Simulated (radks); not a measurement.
Initial-state core-level shifts of the thulium ion Tm2+ when its valence configuration changes from [Xe] 4f13. Method: scalar-relativistic Kohn-Sham, PBEsol, spin-polarised, spherical densities, finite nucleus; open shells are filled with parallel spins first (spin-orbit coupling, left out, can overturn this in heavy ions); Fermi nuclear charge, rms radius 5.2256 fm; computed with a radial shooting solver on a logarithmic mesh with Libxc functionals. Shifts are changes of the shell-averaged eigenvalues in eV (positive: less bound); the change of the density at the nucleus, which sets a Mossbauer isomer shift, is in e/bohr^3, on a base of 1.001e+06.

valence,2s,4s,4d,5p,density at nucleus
4f12 6p1,-11.245,-11.685,-11.348,-7.106,+40.2
4f11 6s1 6p1,-22.689,-23.493,-22.677,-13.103,+166.5
4f12 5d1,-7.183,-7.678,-7.308,-3.262,+35.2
4f12 6s0.5 6p0.5,-10.561,-11.001,-10.663,-6.439,+72.7
4f12.5 6s0.5,-4.712,-4.937,-4.784,-2.831,+49.3
4f11 6p2,-23.998,-24.800,-23.985,-14.343,+91.6
4f12.5 6p0.5,-5.409,-5.633,-5.483,-3.524,+18.5
4f11.5 6s1 6p0.5,-16.110,-16.748,-16.187,-9.427,+134.6
4f11 5d1 6p1,-19.611,-20.504,-19.665,-10.422,+83.5
